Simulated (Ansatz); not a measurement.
Coupled-cluster diagnostics for the cluster Hg₂TeF₂, Ansatz.

Geometry of the singlet (PBE0-D4/def2-SVP):

Cartesian coordinates in Å:
```
Hg 0.487 0.262 -0.283
Hg -0.525 0.582 2.110
Te 1.386 -0.187 -2.773
F -1.285 0.837 3.925
F -0.063 -1.494 -2.979
```

In the def2 sets Hg, Te take a core potential; there is no spin–orbit coupling. Correlated methods freeze 6 core orbitals; core or outer-core shells of Hg, Te are correlated, in sets that lack core-valence functions. Another isomer (singlet) lies 0.58 eV lower at PBE0-D4/def2-TZVP; other spin states weren't run for this one.

Question: Estimate the CCSD(T) correlation energy, the shares of MP2 and (T), T1 and the reference's ⟨S²⟩ for: charge 0, singlet, own geometry in def2-SVP; and the rough time on 4 threads of Arm Neoverse N1 on a shared host.

Answer: 
```csv
state,basis,correlation (eV),MP2 share (%),(T) share (%),T1,⟨S²⟩ (pure),wall time
"charge 0, singlet, own geometry",def2-SVP,-33.053,101.2,2.3,0.019,0.00 (0.00),72 s
```
Customary marks for T1 are 0.02 (closed shells), 0.045 (open shells) and about 0.05 (3d metals). T1 stays under 0.02 throughout.
